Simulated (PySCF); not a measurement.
SiHF, SMILES F[SiH] (connectivity only; charge and spin as stated), neutral, multiplicity 1.

Coordinates come from a r2SCAN-D4/def2-TZVPD optimisation. The isomer is the one that the SMILES or the coordinates give; other isomers of the formula were not compared.

These are B3LYP/def2-TZVPD in PySCF values and carry that method's errors.

Isolated molecule, no solvent.

```
Property                                                                                                        Value
---------------------------------------------------------------------------------------------  ----------------------
total energy                                                                                       -390.01115 hartree
point group                                                                                                        Cs
highest occupied level                                                                                       -6.86 eV
lowest empty level                                                                                           -2.92 eV
orbital gap                                                                                                   3.94 eV
dipole moment                                                                                                  1.01 D
quadrupole, principal values (traceless, Buckingham form, about the centre of nuclear charge)  -3.36, -1.08, 4.44 D·Å
mean static polarisability                                                                       32.7 bohr³ (4.85 Å³)
polarisability, principal values                                                               30.4, 30.5, 37.2 bohr³
```
